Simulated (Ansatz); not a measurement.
`F[SiH2][S][GeH3]` + `CO[SiH](O)O[SiH2]O` → `O[SiH](F)[S][GeH3]` + `CO[SiH](O)O[SiH3]`  (redistribution)

Gas-phase electronic energies from Ansatz, PBE0-D4/def2-TZVP geometries. CCSD(T)/CBS is the MP2 limit (def2-TZVPP, def2-QZVPP) plus CCSD(T) − MP2 in def2-TZVPP, frozen cores. Functionals use def2-TZVPP. B3LYP here is the variant with VWN-RPA as its local correlation; programs differ in this. For Ge outer-core shells are correlated without core-valence functions, which leaves a few kJ/mol of doubt a bond. Scalar relativity is left out up to krypton. Each species was taken in one conformer, which may not be the lowest.

```csv
level,ΔE (kJ/mol),difference from CCSD(T)/CBS
PBE-D4,3.7,-0.3
B2PLYP,2.7,-1.3
PBE,3.7,-0.3
PBE0,2.6,-1.4
B3LYP,2.1,-1.9
CCSD/def2-TZVPP,1.8,-2.2
HF/def2-QZVPP,-2.6,-6.6
MP2/def2-QZVPP,3.9,-0.1
SCS-MP2/def2-QZVPP,2.9,-1.1
HF/CBS(def2),-2.6,-6.6
CCSD(T)/CBS,4.0,0
```

Largest T1 diagnostic among the species: 0.012.

In def2-TZVPP, CCSD(T) changes the Hartree–Fock value by +5.9 kJ/mol (the triples alone add +1.1 kJ/mol) and MP2 by +6.2 kJ/mol.

CCSD(T)/CBS has its own doubt, a few kJ/mol and more with outer-core shells, so smaller differences from it don't rank the levels.
